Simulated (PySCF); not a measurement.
**C₆ coefficients of unlike pairs at M06-L**

Calculated with PySCF 2.14 from the dipole response of each species, C₆(A,B) = (3/π) ∫ α_A(iu) α_B(iu) du, in atomic units, from isotropic polarisabilities. For ions this is the dispersion term alone; charge-induced terms of lower order in 1/R come first.

```
species      configuration                       basis  relativity  α (bohr³)  C₆ (like pair)
     Mn  [Ar] 3d5 4s2 (6S)   def2-QZVPPD (11s6p5d4f2g)        none      71.89           699.8
    N²⁺  [He] 2s2 2p1 (2P)  aug-cc-pwCVQZ (9s8p6d4f2g)        none      2.825           4.131
     Cl  [Ne] 3s2 3p5 (2P)      aug-cc-pwCVDZ (6s5p3d)        none      13.46           87.09
```

**Question.** Estimate C₆ for Cl with N²⁺.

**Answer.** The integral gives 18.89. The combination rule 2 C_A C_B / (C_A α_B/α_A + C_B α_A/α_B) gives 18.95 and the geometric mean 18.97.

No spin-orbit coupling is included.

The other pairs:

```csv
pair,C₆
"N²⁺, Mn",45.23
"Cl, Mn",212.5
```
